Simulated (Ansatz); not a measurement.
One change: `[CH3][Sn][Br]` becomes `[NH2][Sn][Br]`.

Ansatz, PBE0-D4/def2-TZVP geometries, multiplicity 1. Each molecule was computed in one conformer, which needn't be the lowest.

Elements past krypton have def2 core potentials. Scalar relativity is left out up to krypton.

| property | `[CH3][Sn][Br]` |
| --- | --- |
| ideal-gas entropy at 298 K and 1 bar (rigid rotor, harmonic PBE0-D4/def2-TZVP) / J/(mol·K) | 334 |
| LUMO energy (PBE0/def2-TZVPP) / eV | -2.79 |
| zero-point energy (PBE0-D4/def2-TZVP) / kJ/mol | 93.1 |
| LUMO energy (B3LYP/def2-TZVPP) / eV | -3.03 |
| LUMO energy (ωB97M-V/def2-TZVPP) / eV | -1.06 |
| HOMO–LUMO gap (PBE0/def2-TZVPP) / eV | 3.87 |

**Question.** Give the same properties after the change, and the shifts. (An estimate is asked.)

**Answer.** Computed: 
```tsv
property	`[NH2][Sn][Br]`	shift
ideal-gas entropy at 298 K and 1 bar (rigid rotor, harmonic PBE0-D4/def2-TZVP) / J/(mol·K)	321	-13
LUMO energy (PBE0/def2-TZVPP) / eV	-2.17	0.62
zero-point energy (PBE0-D4/def2-TZVP) / kJ/mol	67.3	-25.8
LUMO energy (B3LYP/def2-TZVPP) / eV	-2.38	0.65
LUMO energy (ωB97M-V/def2-TZVPP) / eV	-0.45	0.61
HOMO–LUMO gap (PBE0/def2-TZVPP) / eV	5.20	1.33
```

With PBE0 the HOMO falls by 0.70 eV and the LUMO rises by 0.62 eV, so the gap widens by about 1.32 eV. PBE moves the HOMO by -0.66 eV and ωB97M-V by -0.71 eV. The zero-point energy changes by -25.8 kJ/mol with -3 modes.

B3LYP here is the variant with VWN-RPA as its local correlation; programs differ in this.

Spin–orbit coupling is left out; it splits and shifts lone-pair levels of the heavy atoms by tenths of an eV.
